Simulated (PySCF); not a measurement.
Molecule: `O=c1occ(O)o1`, C$_{3}$H$_{2}$O$_{4}$.

Cartesian coordinates in Å; atom numbers follow the order of the lines, from 1:
```xyz
9

O     2.7114   -0.5448   -0.3702
C     1.5796   -0.2403   -0.1968
O     1.1270    0.9729    0.1609
C    -0.2485    0.8950    0.2537
C    -0.6057   -0.3621   -0.0487
O    -1.7732   -0.9985   -0.1200
O     0.5116   -1.0845   -0.3317
H    -0.7849    1.7755    0.5302
H    -2.5036   -0.4072    0.0973
```

Frames of a GFN2-xTB Langevin trajectory at 300 K; GIAO PBE0/pcSseg-1 shieldings in PySCF 2.14, gas phase, non-relativistic; equivalent atoms averaged within each frame.

Chemical shifts δ = σref − σ; 17O (336.08 ppm) against H2O; 13C (186.93 ppm) and 1H (31.72 ppm) vs TMS, all at this level. The references are static minima.

Question: How do the shifts (ppm) fluctuate along the trajectory?

Answer: 
```tsv
time (fs)	O1	O7	O3	O6	C5	C2	C4	H8	H9
250	308.1	238.7	219.8	89.9	164.4	155.3	114.8	6.23	4.16
425	310.7	247.7	207.3	94.6	164.8	155.8	111.1	6.30	3.94
625	299.6	242.4	219.5	90.9	152.0	153.1	104.5	6.14	4.38
800	290.0	230.1	225.8	88.6	155.6	151.8	112.8	6.46	3.91
1000	284.4	235.3	239.0	68.1	157.9	149.0	125.5	6.85	2.17
mean of frames	298.6	238.8	222.3	86.4	158.9	153.0	113.7	6.40	3.71
standard deviation	11.3	6.7	11.5	10.5	5.6	2.8	7.6	0.28	0.88
```

5 frames give an uncertainty of the mean of about the standard deviation over 2.2 at best, since frames this close in time may not be independent; classical motion lacks zero-point vibration, and the reference would need the same averaging.
